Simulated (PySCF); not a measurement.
Level sweep

Compound: cyclohexanone, C6H10O.
Atom-mapped SMILES: `[O:1]=[C:2]1[CH2:3][CH2:4][CH2:5][CH2:6][CH2:7]1` (hydrogens: H8, H9 on C3; H10, H11 on C4; H12, H13 on C5; H14, H15 on C6; H16, H17 on C7)

PySCF, dipoles from the SCF density, polarisabilities from static response with core orbitals frozen. Isolated species at its PBE0-D3(BJ)/def2-SVP geometry (one conformer only).

**Question.** Compare the levels for these properties.

**Answer.** 

```csv
level,μ (D),α (Å³),error (%),anisotropy (Å³)
LDA/def2-SVPD,3.422,11.18,+1.1,2.67
PBE/def2-SVPD,3.319,11.05,-0.1,2.67
B3LYP/def2-SVPD,3.432,10.70,-3.3,2.48
PBE0/def2-SVPD,3.427,10.60,-4.1,2.47
BHandHLYP/def2-SVPD,3.566,10.31,-6.8,2.32
CAM-B3LYP/def2-SVPD,3.491,10.53,-4.8,2.38
wB97X-D/def2-SVPD,3.468,10.52,-4.9,2.40
LC-wPBE/def2-SVPD,3.466,10.27,-7.2,2.31
HF/def2-SVPD,3.752,9.94,-10.1,2.14
PBE0/6-31G*,3.063,9.13,-17.4,2.07
PBE0/6-31+G*,3.439,10.16,-8.1,2.47
PBE0/def2-SVP,3.070,9.42,-14.9,2.05
PBE0/aug-cc-pVDZ,3.378,10.82,-2.1,2.57
PBE0/def2-TZVP,3.294,10.40,-5.9,2.40
```

Reference polarisability: 11.061 Å³ (measured, gas; NIST CCCBDB Release 22 (SRD 101), experimental polarizabilities). The anisotropy is √(½[(α1 − α2)² + (α2 − α3)² + (α3 − α1)²]). For the polarisability, the smallest error is 0.1% (PBE/def2-SVPD) and the largest 17.4% (PBE0/6-31G*). The dipole runs from 3.06 D (PBE0/6-31G*) to 3.75 D (HF/def2-SVPD). In one basis (def2-SVPD) the functionals order the polarisability from HF (lowest) to LDA (highest), a spread of 12%. With PBE0 the polarisability is 9.65 Å³ without diffuse functions (mean of 6-31G*, def2-SVP and def2-TZVP) and 10.53 Å³ with them (mean of 6-31+G*, def2-SVPD and aug-cc-pVDZ). Measured values can belong to vibrating molecules; the computed ones are for one fixed geometry.
